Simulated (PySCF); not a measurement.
Species: C₂H₁₁NSi₂.
Numbering: `[CH3:1][NH:2][SiH2:3][CH2:4][SiH3:5]` (hydrogens: H6, H7, H8 on C1; H9 on N2; H10, H11 on Si3; H12, H13 on C4; H14, H15, H16 on Si5)

Cartesian coordinates in Å at the GFN2-xTB level; atoms count from 1:
```
atom  x, y, z in Å
C1    -1.971    0.316    0.969
N2    -1.345    0.642   -0.290
Si3   -0.285   -0.408   -1.145
C4     1.108   -0.950    0.027
Si5    2.050    0.446    0.901
H6    -2.213    1.231    1.516
H7    -2.893   -0.264    0.845
H8    -1.278   -0.270    1.569
H9    -1.935    1.243   -0.845
H10    0.206    0.419   -2.249
H11   -0.917   -1.630   -1.687
H12    1.818   -1.538   -0.554
H13    0.707   -1.632    0.778
H14    3.095   -0.146    1.748
H15    2.687    1.321   -0.086
H16    1.158    1.229    1.758
```

Theory: TDDFT CAM-B3LYP/def2-SVPD, vertical, gas phase, core orbitals frozen in the response (PySCF 2.14.0, density-fitted response routines).

Each state is given a Gaussian of 0.4 eV full width at half maximum, with ε(max) = 2.175×10⁸ f / Δν̃ (Δν̃ the width in cm⁻¹). The cross-section is σ = 3.8235×10⁻²¹ ε cm², given in Mb (10⁻¹⁸ cm²). The width is an assumption, not a result. The curve ends short of the highest state used, and states not computed would add to its high-energy end.

E (eV), σ (Mb) and a bar:
```
     5.39       0.00 
     5.46       0.00 
     5.53       0.01 
     5.60       0.04 
     5.67       0.09 
     5.74       0.19 
     5.81       0.31 #
     5.88       0.44 #
     5.95       0.52 #
     6.02       0.53 #
     6.09       0.47 #
     6.16       0.41 #
     6.23       0.45 #
     6.30       0.69 #
     6.37       1.18 ##
     6.44       1.87 ####
     6.51       2.55 #####
     6.58       2.94 ######
     6.65       2.87 ######
     6.72       2.37 #####
     6.79       1.69 ###
     6.86       1.11 ##
     6.93       0.88 ##
     7.00       1.15 ##
     7.07       2.06 ####
     7.14       3.69 #######
     7.21       6.10 ############
     7.28       9.11 ##################
     7.35      12.36 ########################
     7.42      15.40 ##############################
```

**Question.** Where are the band maxima, and which computed states make them?

**Answer.** 207 nm (5.99 eV), ε about 140, made up of S1 (99%); 188 nm (6.61 eV), ε about 780, made up of S2 (100%) (ε in L mol⁻¹ cm⁻¹; maxima over ε = 5, shares over 10%). At its high-energy end, 7.42 eV, the curve is still rising (ε about 4000, from S4 and S5). The states used: S1 5.99 eV (f 0.0021); S2 6.60 eV (f 0.012); S3 7.26 eV (f 0.0076); S4 7.42 eV (f 0.027); S5 7.57 eV (f 0.034); S6 7.82 eV (f 0.065); S7 7.95 eV (f 0.028); S8 8.02 eV (f 0.028).

**Question.** On this curve, what absorbance would a 10⁻⁴ mol/L sample give at 193 nm over a 1 cm path?

**Answer.** 193 nm is 6.424 eV, where ε is about 450 L mol⁻¹ cm⁻¹, so A = ε c l ≈ 0.045 (Beer–Lambert, with the gas-phase spectrum and the assumed width).

**Question.** What would ε be at 6.61 eV, the highest of these maxima, with half the width (0.2 eV)?

**Answer.** About 1550 L mol⁻¹ cm⁻¹ against 777, a factor of about 1.99; a lone state at its own centre would give exactly 2.

**Question.** Coming from long wavelengths, where does ε first pass 100 L mol⁻¹ cm⁻¹?

**Answer.** At about 212 nm (5.85 eV), 0.14 eV below S1.

One conformer stands for the species.
